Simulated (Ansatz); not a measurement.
Isolated molecules relaxed with PBE0-D4/def2-TZVP in Ansatz; ΔE leaves out vibrations. CCSD(T)/CBS is the MP2 limit (def2-TZVPP, def2-QZVPP) plus CCSD(T) − MP2 in def2-TZVPP, frozen cores. This one scheme is used for every species. Functionals use def2-TZVPP. B3LYP here is the variant with VWN-RPA as its local correlation; programs differ in this. Each species was taken in one conformer, which may not be the lowest.

Reaction (cleavage of the Si–Si bond): `[SiH3][SiH]1NC[SiH2]1` + `O[Si]O[SiH3]` → `[SiH3]O[Si]O[SiH3]` + `C1N[SiH2][SiH2]1`

`[SiH3][SiH]1NC[SiH2]1`:

```xyz
14

Si   -1.331    2.150   -0.120
Si    0.553    0.758   -0.001
N     0.593   -0.547   -1.141
C     0.541   -1.837   -0.447
Si    0.515   -1.144    1.343
H    -1.297    3.169    0.968
H    -1.393    2.870   -1.424
H    -2.577    1.347    0.022
H     1.765    1.637    0.004
H     0.581   -0.542   -2.148
H     1.415   -2.467   -0.651
H    -0.356   -2.419   -0.686
H    -0.712   -1.474    2.117
H     1.704   -1.501    2.164
```

`O[Si]O[SiH3]`:

Cartesian coordinates in Å:
```
O 2.178 1.034 1.391
Si 1.607 -0.399 0.823
O 0.189 0.077 0.114
Si -1.112 -0.509 -0.707
H 1.654 1.827 1.237
H -2.342 -0.210 0.068
H -0.991 -1.978 -0.896
H -1.183 0.157 -2.030
```

`[SiH3]O[Si]O[SiH3]`:

```xyz
11

Si    1.428   -0.343    2.496
O     0.641   -0.265    1.055
Si    0.166   -1.070   -0.292
O    -0.618    0.126   -1.094
Si   -1.461    0.556   -2.438
H     1.955   -1.712    2.730
H     0.479    0.012    3.580
H     2.554    0.623    2.480
H    -2.806    1.027   -2.029
H    -1.602   -0.603   -3.358
H    -0.735    1.649   -3.130
```

`C1N[SiH2][SiH2]1`:

```xyz
11

C     1.058   -0.545   -0.282
N    -0.295   -1.107   -0.335
Si   -1.460    0.067    0.165
Si    0.563    1.203    0.340
H     1.716   -1.076    0.416
H     1.553   -0.524   -1.260
H    -0.405   -2.061   -0.638
H    -2.466    0.459   -0.867
H    -2.247   -0.282    1.385
H     1.103    1.557    1.680
H     0.881    2.307   -0.605
```

```csv
level,ΔE (kcal/mol),difference from CCSD(T)/CBS
PBE-D4,-15.2,6.7
r2SCAN-D4,-20.1,1.8
PBE0-D4,-17.4,4.5
B3LYP-D4,-21.8,0.1
ωB97X-V,-21.3,0.6
ωB97M-V,-22.1,-0.2
B2PLYP,-23.1,-1.2
PBE,-15.6,6.3
r2SCAN,-20.2,1.7
PBE0,-17.8,4.1
B3LYP,-22.4,-0.5
HF/def2-TZVPP,-29.3,-7.4
MP2/def2-TZVPP,-23.3,-1.4
SCS-MP2/def2-TZVPP,-24.8,-2.9
CCSD/def2-TZVPP,-22.9,-1.0
CCSD(T)/def2-TZVPP,-21.9,0.0
HF/def2-QZVPP,-30.0,-8.1
MP2/def2-QZVPP,-23.6,-1.7
SCS-MP2/def2-QZVPP,-25.0,-3.1
HF/CBS(def2),-30.1,-8.2
MP2/CBS(def2),-23.3,-1.4
CCSD/CBS(def2),-22.9,-1.0
CCSD(T)/CBS,-21.9,0
```

Largest T1 diagnostic among the species: 0.014.

From PBE to PBE0 (25 % exact exchange), in def2-TZVPP and without D4, ΔE moves by −2.2 kcal/mol. In def2-TZVPP, CCSD(T) changes the Hartree–Fock value by +7.4 kcal/mol (the triples alone add +1.1 kcal/mol) and MP2 by +6.0 kcal/mol.
